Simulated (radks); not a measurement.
Coulomb parameter of the 3d shell of the vanadium ion V2+ in the model configuration [Ar] 3d1.5 4s1.5, as a second difference U = [E(n + 0.5) + E(n - 0.5) - 2 E(n)] / (0.5)^2 with all orbitals relaxed. "Bare": the charge of the atom changes with n. "Screened": the 4s shell takes up the change at fixed total charge, which measures U(3d,3d) + U(4s,4s) - 2 U(3d,4s). Method: scalar-relativistic Kohn-Sham, PBEsol, spin-unpolarised, spherical densities, point nucleus; computed with a radial shooting solver on a logarithmic mesh with Libxc functionals.

case,configuration,E - E(n) (eV)
start,[Ar] 3d1.5 4s1.5,0.000
bare +0.5,[Ar] 3d2 4s1.5,-12.884
bare -0.5,[Ar] 3d1 4s1.5,16.939
screened +0.5,[Ar] 3d2 4s1,-3.885
screened -0.5,[Ar] 3d1 4s2,4.884

U(bare) = 16.221 eV, U(screened by 4s) = 3.997 eV, against the Slater integral F0(3d,3d) = 21.363 eV with frozen orbitals.
